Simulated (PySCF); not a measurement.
Zr(OMe)(H)3 (CH6OZr), SMILES [ZrH3][O]C, multiplicity 1.

Geometry: PBE-D3(BJ)/def2-SVP. The spin state was assumed, not searched. The structure was generated by enumeration; whether it is a known compound was not checked. The def2 effective core potentials stand for the cores of Zr; spin–orbit coupling is left out.

Computed with PBE-D3(BJ)/def2-SVP in PySCF 2.14.0.

Frequencies are harmonic and unscaled.

Modes within 1.5 cm⁻¹ of each other (mostly degenerate sets) share a row, with their intensities summed.

| mode | ν (cm⁻¹) | IR (km/mol) | moving atoms (share of kinetic energy) |
|---|---|---|---|
| 1 | 52 | 0.0 | H 100 % |
| 2–3 | 124 | 7.8 | O 58 %, H 27 %, C 13 % |
| 4–5 | 403 | 51.2 | H 86 %, O 10 % |
| 6 | 465 | 57.8 | H 59 %, C 21 %, O 14 % |
| 7 | 599 | 222.0 | H 50 %, C 23 %, Zr 20 % |
| 8–9 | 626 | 180.6 | H 99 % |
| 10–11 | 1128 | 0.0 | H 76 %, C 19 % |
| 12 | 1194 | 452.6 | O 61 %, C 36 % |
| 13–14 | 1412 | 9.9 | H 97 % |
| 15 | 1415 | 10.3 | H 88 % |
| 16–17 | 1614 | 1055.2 | H 98 % |
| 18 | 1653 | 147.1 | H 100 % |
| 19 | 2946 | 65.0 | H 98 % |
| 20–21 | 3040 | 31.3 | H 90 %, C 10 % |
